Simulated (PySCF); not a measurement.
C$_{6}$H$_{14}$OSi$_{2}$: full NMR table

```yaml
Formula: C6H14OSi2
SMILES: C=C(C)[Si@H]([SiH3])C1COC1
InChI: InChI=1S/C6H14OSi2/c1-5(2)9(8)6-3-7-4-6/h6,9H,1,3-4H2,2,8H3/t9-/m0/s1
Point_group_of_the_computed_structure: C1
Degrees_of_unsaturation: 2
Carbon_signals: 6
Proton_signals: 10
```

Mapped SMILES: `[CH2:1]=[C:2]([CH3:3])[Si@H:4]([SiH3:5])[CH:6]1[CH2:7][O:8][CH2:9]1` (H(Xn): hydrogen on atom n). Ha(C1) is cis to C3; Ha(C7), Ha(C9) are cis to Si4 on the ring; Hb(C1) is trans to C3; Hb(C7), Hb(C9) are trans to Si4 on the ring.

[PySCF 2.14.0 with density-fitted response routines: geometry: GFN2-xTB; GIAO PBE0/pcSseg-1 shieldings; equivalent nuclei averaged; one conformer; isolated molecule; no relativistic terms]

Scale: ¹H (σref 31.72), ¹³C (σref 186.93), ²⁹Si (σref 349.16) vs TMS; ¹⁷O (σref 336.08) vs H2O (reference shieldings calculated alike).

| carbon | δC, type | δH (multiplicity) | HMBC from (2–3 bonds) | span of the C tensor (ppm) |
| --- | --- | --- | --- | --- |
| C1 | 135.0, CH2 | Hb(C1) 5.70 (br s); Ha(C1) 5.95 (br s) | H(Si4), H(C3) | 203 |
| C2 | 152.3, C | – | Ha(C1), Hb(C1), H(Si4), H(Si5), H(C6), H(C3) | 254 |
| C3 | 27.2, CH3 | 1.81 (s) | Ha(C1), Hb(C1), H(Si4) | 37 |
| C6 | 21.5, CH | 2.53 (m) | Hb(C7), Hb(C9), Ha(C7), H(Si4), Ha(C9), H(Si5) | 38 |
| C7 | 76.0, CH2 | Ha(C7) 4.66 (m); Hb(C7) 5.32 (m) | Hb(C9), H(Si4), Ha(C9), H(C6) | 76 |
| C9 | 75.3, CH2 | Hb(C9) 5.30 (m); Ha(C9) 4.40 (m) | Hb(C7), Ha(C7), H(Si4), H(C6) | 78 |

Other nuclei:
| atoms | nucleus | environment | δ (ppm) | σ (ppm) |
| --- | --- | --- | --- | --- |
| H(Si4) | ¹H | hydrogen on a silicon bonded to 2 C, Si | 4.47 | 27.25 |
| H(Si5) | ¹H | hydrogen on a silicon bonded to Si | 3.56 | 28.16 |
| Si4 | ²⁹Si | silicon bonded to 2 C, Si, H | -33.1 | 382.2 |
| Si5 | ²⁹Si | silicon bonded to Si, 3 H | -125.7 | 474.8 |
| O8 | ¹⁷O | ether oxygen | 15.9 | 320.2 |

- Carbon types of the structure: 1 × C, 1 × CH, 3 × CH2, 1 × CH3, leaving 4 H on heteroatoms.
- δC 152.3: fully substituted alkene carbon; as expected for a trigonal carbon in a double bond.
- δC 135.0: terminal =CH2 carbon; as expected for a trigonal carbon in a double bond.
- δC 76.0, 75.3: sp3 CH2 bonded to O; the inductive effect lowers its shielding.
- δH 5.95, 5.70: hydrogen on a terminal =CH2 carbon; a vinylic proton, deshielded by the sp2 carbon and the C=C anisotropy.
- δH 5.32, 5.30, 4.66, 4.40: hydrogen on an sp3 CH2 bonded to O; its carbon carries O, an electronegative neighbour.

Shifts are as computed. Against solution values, carbons near 30 ppm lie about +3 ppm off and those near 130 ppm about +5 ppm. Of 1211 compounds with measured shifts, 218 miss one by over three times the rms of a fit or turn the order of signals round; such compounds aren't used in these exercises. Experimental scales use liquid or dissolved standards, which lie at an offset from isolated H2O (liquid H2O: subtract about 36 ppm). Multiplicities follow the n + 1 count of equivalent neighbours, as no J values were calculated; m marks all less simple cases, F and P coupling included.
